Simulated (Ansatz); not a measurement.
Geometry optimisation, UKS PBE/def2-SVP (Ansatz).

Input file:

```yaml
crystal:
  periodic: [false, false, false]
  atoms:
    - { symbol: Ga, position_ang: [0.003583, 0.014348, -0.11542] }
    - { symbol: H, position_ang: [-0.007835, -0.006058, 1.467037] }
    - { symbol: C, position_ang: [1.770099, 0.018012, -1.004565] }
    - { symbol: H, position_ang: [2.097253, -1.03417, -1.145793] }
    - { symbol: H, position_ang: [1.70197, 0.49234, -2.00523] }
    - { symbol: H, position_ang: [2.54167, 0.53229, -0.400204] }
    - { symbol: C, position_ang: [-1.759055, 0.001597, -1.011528] }
    - { symbol: H, position_ang: [-2.317067, -0.918112, -0.740309] }
    - { symbol: H, position_ang: [-2.36719, 0.864123, -0.67067] }
    - { symbol: H, position_ang: [-1.650324, 0.04651, -2.114352] }
    - { symbol: Cl, position_ang: [-0.013004, -0.010981, 4.019532] }
magnetization:
  spin_polarized: true
  initial_magnetization: 1
basis:
  gaussian: { orbitals: def2-SVP }
hamiltonian:
  xc: pbe
relax:
  f_tol: 0.03
  max_steps: 50
```

Run as:

```bash
$ ansatz run input.yaml --threads 4 --pin off --max-ram 5120MiB --backend cpu --events-out ev --progress --plain --runs-dir out
```

Where does it end, and by what steps?

It converged. The force dipped under the threshold on the way, but the program's further checks kept it going. After 22 steps the energy has fallen by 0.922 eV; Cl11 moved furthest, 1.59 Å. Joined: H2–Cl11 (2.55 → 1.43 Å).

| step | energy less start (eV) | largest force component (eV/Å) | accepted |
| --- | --- | --- | --- |
| 0 | 0.0000 | 0.922 | yes |
| 1 | -0.1371 | 0.838 | yes |
| 2 | -0.3495 | 0.862 | yes |
| 3 | -0.5407 | 0.939 | yes |
| 4 | -0.7381 | 0.890 | yes |
| 5 | -0.7467 | 2.039 | yes |
| 6 | -0.8515 | 0.493 | yes |
| 7 | -0.8649 | 0.056 | yes |
| 8 | -0.8661 | 0.087 | yes |
| 9 | -0.8670 | 0.043 | yes |
| 10 | -0.8675 | 0.014 | yes |
| 11 | -0.8678 | 0.029 | yes |
| 12 | -0.8672 | 0.241 | no |
| 13 | -0.8684 | 0.029 | yes |
| 14 | -0.8688 | 0.281 | yes |
| 15 | -0.8736 | 0.165 | yes |
| 16 | -0.8841 | 0.272 | yes |
| 17 | -0.8929 | 0.354 | yes |
| 18 | -0.9063 | 0.173 | yes |
| 19 | -0.9167 | 0.115 | yes |
| 20 | -0.9209 | 0.136 | yes |
| 21 | -0.9206 | 0.137 | no |
| 22 | -0.9224 | 0.015 | yes |

```xyz
11
Properties=species:S:1:pos:R:3
Ga 0.000 -0.472 -0.146
H 0.013 -0.557 1.824
C 1.789 0.000 -0.889
H 2.296 -0.920 -1.247
H 1.690 0.710 -1.736
H 2.417 0.453 -0.097
C -1.795 -0.040 -0.900
H -2.525 -0.848 -0.701
H -2.163 0.887 -0.413
H -1.722 0.133 -1.993
Cl 0.000 0.656 2.577
```

Whether the end is a true minimum wasn't checked by a vibrational analysis.

Time of the run: 45 s on 4 threads of Arm Neoverse V1 (shared host), peak memory 0.22 GiB.
